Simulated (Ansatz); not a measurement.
## Molecular dynamics of Si$_{16}$H$_{7}$CF$_{2}$

input.yaml

```yaml
accuracy: low
crystal:
  lattice:
    - [7.67918, 0.0, 0.0]
    - [3.83959, 6.650365, 0.0]
    - [0.0, 0.0, 19.868765]
  atoms:
    - { symbol: H, position: [0.1666667, 0.1666667, 0.0503303] }
    - { symbol: H, position: [0.6666667, 0.1666667, 0.0503303] }
    - { symbol: H, position: [0.1666667, 0.6666667, 0.0503303] }
    - { symbol: H, position: [0.6666667, 0.6666667, 0.0503303] }
    - { symbol: Si, position: [0.1666667, 0.1666667, 0.1258256] }
    - { symbol: Si, position: [0.6666667, 0.1666667, 0.1258256] }
    - { symbol: Si, position: [0.1666667, 0.6666667, 0.1258256] }
    - { symbol: Si, position: [0.6666667, 0.6666667, 0.1258256] }
    - { symbol: Si, position: [-0.16668762, 0.33332616, 0.16410549] }
    - { symbol: Si, position: [0.33340626, 0.33325437, 0.16411913] }
    - { symbol: Si, position: [-0.16672118, 0.83323518, 0.16372382] }
    - { symbol: Si, position: [0.33345299, 0.83335441, 0.16379988] }
    - { symbol: Si, position: [-0.16676741, 0.33262667, 0.28219757] }
    - { symbol: Si, position: [0.33337613, 0.3331355, 0.28210301] }
    - { symbol: Si, position: [-0.16779499, 0.8305744, 0.2815534] }
    - { symbol: Si, position: [0.33640008, 0.831121, 0.28165385] }
    - { symbol: Si, position: [0.0023466, -0.0057749, 0.31876657] }
    - { symbol: Si, position: [0.49987245, 0.00010516, 0.32035958] }
    - { symbol: Si, position: [0.00057778, 0.49828804, 0.3206365] }
    - { symbol: Si, position: [0.50029682, 0.49887601, 0.32068189] }
    - { symbol: H, position: [0.50006272, -0.00110563, 0.39580695] }
    - { symbol: H, position: [-0.00075922, 0.49897196, 0.39619727] }
    - { symbol: H, position: [0.50090273, 0.49979188, 0.39624466] }
    - { symbol: C, position: [0.01805671, 0.96365027, 0.41219704], spin: 0.23 }
    - { symbol: F, position: [-0.13551369, 0.98387262, 0.45032511], spin: 0.07 }
    - { symbol: F, position: [0.1434297, 0.99604879, 0.45044735], spin: 0.06 }
magnetization:
  spin_polarized: true
basis:
  ecutwfc: 420.0
kpoints:
  mp_grid: { grid: [2, 2, 1] }
hamiltonian:
  xc: pbe
  dispersion: d3bj
  pseudopotentials: { kind: paw, azcp: { folder: soft_1 } }
scf:
  occupations: { method: fermi_dirac, width: 0.05 }
  lower_state_search: "off"
md:
  timestep: 0.5
  n_steps: 80
  ensemble: nvt_nose_hoover
  temperature: 500.0
  initial_velocities: maxwell_boltzmann
  seed: 167231
  nose_hoover: { tau: 50.0, chain_length: 3 }
  constraints: [{ sites: [0, 1, 2, 3, 4, 5, 6, 7] }]
```

Command:

```bash
$ ansatz run input.yaml --threads 2 --pin off --max-ram 5120MiB --backend cpu --events-out ev --progress --plain --runs-dir out
```

It starts from a relaxed structure.

Output, in part (step lines):

```
md step     0: t =     0.00 fs  T =   500.0 K  F+E_penalty+E_count = -12151.38265830 eV  E_kin = 1.163340 eV  conserved = -12150.21931831 eV  (12 SCF iters)
md step     1: t =     0.50 fs  T =   495.1 K  F+E_penalty+E_count = -12151.37124554 eV  E_kin = 1.152031 eV  conserved = -12150.21921462 eV  (8 SCF iters)
md step     2: t =     1.00 fs  T =   481.4 K  F+E_penalty+E_count = -12151.33899006 eV  E_kin = 1.120047 eV  conserved = -12150.21894628 eV  (8 SCF iters)
md step     3: t =     1.50 fs  T =   460.6 K  F+E_penalty+E_count = -12151.29013146 eV  E_kin = 1.071601 eV  conserved = -12150.21854543 eV  (8 SCF iters)
md step     4: t =     2.00 fs  T =   435.4 K  F+E_penalty+E_count = -12151.23100748 eV  E_kin = 1.012982 eV  conserved = -12150.21806782 eV  (8 SCF iters)
md step     5: t =     2.50 fs  T =   409.0 K  F+E_penalty+E_count = -12151.16914609 eV  E_kin = 0.951647 eV  conserved = -12150.21759221 eV  (8 SCF iters)
md step     6: t =     3.00 fs  T =   384.7 K  F+E_penalty+E_count = -12151.11201970 eV  E_kin = 0.894987 eV  conserved = -12150.21720699 eV  (8 SCF iters)
md step     7: t =     3.50 fs  T =   364.9 K  F+E_penalty+E_count = -12151.06567260 eV  E_kin = 0.848979 eV  conserved = -12150.21698565 eV  (8 SCF iters)
[... lines left out ...]
md step    80: t =    40.00 fs  T =   347.3 K  F+E_penalty+E_count = -12150.85558947 eV  E_kin = 0.808168 eV  conserved = -12150.21819457 eV  (7 SCF iters)
```

The steps, from the saved trajectory:

```tsv
time (fs)	T (K)	potential energy less start (eV)	conserved less start (meV/atom)
0	500	0.000	0.00
1	481	0.044	0.01
2	435	0.152	0.05
3	385	0.271	0.08
4	351	0.349	0.09
5	342	0.372	0.07
6	345	0.363	0.05
7	347	0.359	0.04
8	337	0.383	0.04
9	313	0.440	0.04
10	277	0.525	0.05
11	239	0.616	0.07
12	214	0.677	0.09
13	216	0.674	0.09
14	243	0.612	0.06
15	274	0.541	0.02
16	284	0.520	0.01
17	263	0.573	0.02
18	218	0.680	0.06
19	175	0.784	0.09
20	156	0.832	0.10
21	167	0.807	0.08
22	200	0.734	0.06
23	237	0.652	0.04
24	266	0.588	0.04
25	283	0.554	0.04
26	286	0.553	0.04
27	279	0.576	0.06
28	275	0.594	0.08
29	288	0.570	0.09
30	323	0.495	0.06
31	364	0.409	0.03
32	385	0.368	0.01
33	373	0.406	0.02
34	335	0.505	0.05
35	293	0.611	0.09
36	272	0.669	0.10
37	279	0.660	0.08
38	304	0.609	0.06
39	331	0.556	0.05
40	347	0.527	0.04
```

All steps were run. The conserved energy stayed within 0.11 meV per atom of its start (net change 0.043 meV per atom), so the integration is sound. The mean temperature of the second half is 42 % below the set value. A run of 0.04 ps of so small a system gives no equilibrium averages. Limits of this set-up: coarse k mesh, thin slab, slab without dipole correction, low accuracy level.

Mean squared displacements from the first frame to the last: H 0.05 Å², Si 0.01 Å², C 0.02 Å², F 0.01 Å².

Last frame:

```xyz
26
Lattice="7.6792 0.0000 0.0000 3.8396 6.6504 0.0000 0.0000 0.0000 19.8688" Properties=species:S:1:pos:R:3
H 1.920 1.108 1.000
H 5.759 1.108 1.000
H 3.840 4.434 1.000
H 7.679 4.434 1.000
Si 1.920 1.108 2.500
Si 5.759 1.108 2.500
Si 3.840 4.434 2.500
Si 7.679 4.434 2.500
Si -0.021 2.209 3.172
Si 3.849 2.210 3.311
Si 1.921 5.540 3.239
Si 5.763 5.555 3.263
Si -0.021 2.083 5.441
Si 3.943 2.138 5.719
Si 1.985 5.384 5.555
Si 5.913 5.562 5.555
Si 0.045 -0.127 6.274
Si 3.986 -0.122 6.451
Si 1.904 3.169 6.292
Si 5.866 3.321 6.332
H 3.976 -0.071 7.985
H 1.513 3.084 7.762
H 5.890 3.550 7.894
C 3.980 6.366 8.155
F 2.742 6.439 8.883
F 4.995 6.529 8.973
```

Time of the run: 25 min on 2 threads of Arm Neoverse V1, with other jobs on the host, peak memory 1.7 GiB.
